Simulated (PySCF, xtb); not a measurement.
GeI2, SMILES [I][Ge][I] (connectivity only; charge and spin as stated), charge -1, multiplicity 2.

Harmonic wavenumbers (cm⁻¹) from xtb 6.7.1 with GFN2-xTB at its own minimum, in rising order: 47, 158, 184.

Task: What does B3LYP-D3(BJ)/def2-SVPD in PySCF 2.14.0 give at its own minimum? (An estimate is asked for; the answer gives what the named calculation found.)

Result: 52, 158, 173. Paired by order, the mean absolute difference is 6 cm⁻¹ and the zero-point energies are 0.6 and 0.5 kcal/mol.
